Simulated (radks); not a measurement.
Task: Isoelectronic series with 7 electrons, all held in the configuration [He] 2s2 2p3, which need not be the ground one along the series. Method: scalar-relativistic Kohn-Sham, r2SCAN, spin-unpolarised, spherical densities, finite nucleus; meta-GGA in the generalised Kohn-Sham scheme; Fermi nuclear charge, rms radius of each element as measured or else 0.836 A^(1/3) + 0.57 fm; computed with a radial shooting solver on a logarithmic mesh with Libxc functionals. Total energies (hartree) and orbital eigenvalues (eV):

ion,E (hartree),2p,2s
N,-54.45748,-7.1958,-19.6333
O+,-74.40068,-24.6680,-41.0609
F2+,-97.62168,-49.3235,-69.7142
Ne3+,-124.11755,-80.9699,-105.3840
Mg5+,-186.94033,-164.9891,-197.5357
Al6+,-223.27451,-217.3118,-253.9814
Si7+,-262.89707,-276.4961,-317.3383
P8+,-305.81383,-342.5391,-387.6136
S9+,-352.03131,-415.4412,-464.8183
Cl10+,-401.55660,-495.2054,-548.9667
K12+,-510.56212,-675.3401,-738.1640
Ca13+,-570.05946,-775.7241,-843.2532
Sc14+,-632.89890,-882.9968,-955.3660
Ti15+,-699.09047,-997.1673,-1074.527
V16+,-768.64478,-1118.246,-1200.764
Cr17+,-841.57291,-1246.243,-1334.105
Mn18+,-917.88664,-1381.171,-1474.579

Estimate the row of Ar11+.

Result: E (hartree) -454.39744; 2p -581.8363; 2s -640.0756.
